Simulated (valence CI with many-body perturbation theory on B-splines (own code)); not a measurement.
## Er¹⁸⁺: E2, M1 decay

Method: valence CI with perturbative core correlation (CI+MBPT): four valence electrons over a frozen Dirac-Fock core [Kr] 4d10, radial functions for each j: 7 s, 7 p, 7 d, 7 f, 4 g, 2 h, with the one-electron correlation potential Σ1 (screened to all orders), the two-electron term Σ2, the three-electron term Σ3, Breit, model QED; selected single and double excitations, second order for the rest, scaled by the run's own slope (own B-spline code, finite nucleus).

No measured spectrum was set against this ion. As an estimate, terms of the open shell hold to a few per cent of their energy, and close levels can change places.

Lines 51 to 100 of 120 in falling wavelength, among levels below 533410 cm⁻¹, chosen from the decays that carry over 1 % of a level's rate. Wavelengths and rates use the calculated energies, so an error of 2000 cm⁻¹ moves a line at 667.6 nm by 13 % and its rate by three times that or more. Electric multipoles are in the length gauge, E1 and E2 with the static RPA response of the core. Weak lines are less certain than strong ones. Lines between different terms over intervals too small for the method are left out, as are lines whose strength nearly cancels. Where a level lies close to another of its J and parity, the split of strength between their lines is uncertain.

Names give the largest LS component (configuration and term), which can be under half, so a name can repeat, a term be missing and a line seem to break the LS rules; names also repeat where a configuration has a term twice. Letters in brackets count levels of one name in rising energy.

```tsv
λ vac (nm)	Upper	Lower	Type	A (s⁻¹)	Branch %
667.6	4f⁴ ⁵G_4	4f⁴ ⁵F_4 [a]	M1	1.27e+01	13.8
645.7	4f⁴ ³G_3 [a]	4f⁴ ⁵S_2	M1	1.30e+00	2.1
641.8	4f⁴ ⁵G_6	4f⁴ ⁵F_5	M1	1.59e+01	30.0
632.8	4f⁴ ³D_2 [a]	4f⁴ ⁵S_2	M1	2.21e+01	23.2
621.7	4f⁴ ³P_1 [a]	4f⁴ ⁵G_2	M1	1.90e+00	2.4
610.5	4f⁴ ³L_8	4f⁴ ³K_7 [a]	M1	3.69e+01	73.8
588.2	4f⁴ ³K_8 [b]	4f⁴ ³K_7 [a]	M1	2.83e+00	4.0
574.3	4f⁴ ³L_7	4f⁴ ³K_6 [a]	M1	5.49e+01	51.1
574.1	4f⁴ ³G_3 [a]	4f⁴ ⁵F_3	M1	1.62e+01	26.0
563.9	4f⁴ ³D_2 [a]	4f⁴ ⁵F_3	M1	3.53e+01	37.2
529.3	4f⁴ ³D_3 [a]	4f⁴ ⁵F_4 [b]	M1	1.36e+01	29.1
522.8	4f⁴ ³D_3 [a]	4f⁴ ⁵G_3	M1	7.27e+00	15.6
522.5	4f⁴ ³F_4 [a]	4f⁴ ⁵F_5	M1	2.63e+01	21.4
521.7	4f⁴ ³F_4 [a]	4f⁴ ⁵F_4 [b]	M1	3.49e+01	28.5
515.4	4f⁴ ³F_4 [a]	4f⁴ ⁵G_3	M1	2.18e+00	1.8
514.2	4f⁴ ¹D_2 [a]	4f⁴ ⁵G_2	M1	2.07e+00	2.6
510.3	4f⁴ ³P_1 [a]	4f⁴ ⁵S_2	M1	3.96e+01	50.5
481.8	4f⁴ ³K_8 [a]	4f⁴ ⁵I_8	M1	4.42e+01	65.8
481.1	4f⁴ ³D_3 [a]	4f⁴ ⁵G_2	M1	6.16e-01	1.3
479.8	4f⁴ ³H_6 [a]	4f⁴ ⁵F_5	M1	1.22e+00	3.2
465.3	4f⁴ ³G_3 [a]	4f⁴ ⁵F_2	M1	5.48e+00	8.8
458.5	4f⁴ ³D_2 [a]	4f⁴ ⁵F_2	M1	1.88e+00	2.0
456.6	4f⁴ ³D_2 [a]	4f⁴ ⁵F_1	M1	2.64e+01	27.8
449.2	4f⁴ ³K_7 [a]	4f⁴ ⁵I_7	M1	3.26e+01	40.5
435.6	4f⁴ ¹D_2 [a]	4f⁴ ⁵S_2	M1	3.33e+01	42.4
424.3	4f⁴ ³H_6 [a]	4f⁴ ³K_6 [a]	M1	1.51e+00	3.9
411.5	4f⁴ ³D_3 [a]	4f⁴ ⁵S_2	M1	6.27e+00	13.4
402.8	4f⁴ ³K_6 [a]	4f⁴ ⁵I_6	M1	1.84e+01	24.6
401.8	4f⁴ ¹D_2 [a]	4f⁴ ⁵F_3	M1	4.39e+00	5.6
390.6	4f⁴ ³P_1 [a]	4f⁴ ⁵F_2	M1	3.29e+00	4.2
389.1	4f⁴ ³P_1 [a]	4f⁴ ⁵F_1	M1	3.23e+01	41.2
388.5	4f⁴ ³D_3 [a]	4f⁴ ⁵F_4 [a]	M1	8.86e+00	19.0
384.4	4f⁴ ³F_4 [a]	4f⁴ ⁵F_4 [a]	M1	1.30e+01	10.6
383.0	4f⁴ ³K_8 [a]	4f⁴ ⁵I_7	M1	2.20e+01	32.9
381.2	4f⁴ ³D_3 [a]	4f⁴ ⁵F_3	M1	5.99e-01	1.3
377.3	4f⁴ ³F_4 [a]	4f⁴ ⁵F_3	M1	1.58e+01	12.9
374.7	4f⁴ ⁵F_4 [a]	4f⁴ ⁵I_5	M1	1.49e+01	25.9
362.9	4f⁴ ⁵F_5	4f⁴ ⁵I_6	M1	7.34e+00	32.4
357.8	4f⁴ ³K_7 [a]	4f⁴ ⁵I_6	M1	4.74e+01	58.8
354.2	4f⁴ ⁵F_2	4f⁴ ⁵I_4	E2	3.07e-03	98.7
345.3	4f⁴ ¹D_2 [a]	4f⁴ ⁵F_2	M1	3.79e+00	4.8
344.1	4f⁴ ¹D_2 [a]	4f⁴ ⁵F_1	M1	3.33e+01	42.4
332.7	4f⁴ ³P_0 [a]	4f⁴ ⁵F_1	M1	8.25e+00	77.0
324.3	4f⁴ ³K_6 [a]	4f⁴ ⁵I_5	M1	5.63e+01	75.2
309.5	4f⁴ ⁵F_3	4f⁴ ⁵I_4	M1	6.07e-01	15.5
304.9	4f⁴ ⁵F_4 [a]	4f⁴ ⁵I_4	M1	4.27e+01	74.1
300.4	4f⁴ ³L_8	4f⁴ ⁵I_8	M1	1.70e+00	3.4
298.2	4f⁴ ⁵F_4 [b]	4f⁴ ⁵I_5	M1	2.34e+01	29.8
298.0	4f⁴ ⁵F_5	4f⁴ ⁵I_5	M1	7.52e+00	33.2
295.0	4f⁴ ³K_8 [b]	4f⁴ ⁵I_8	M1	1.98e+01	28.0
```
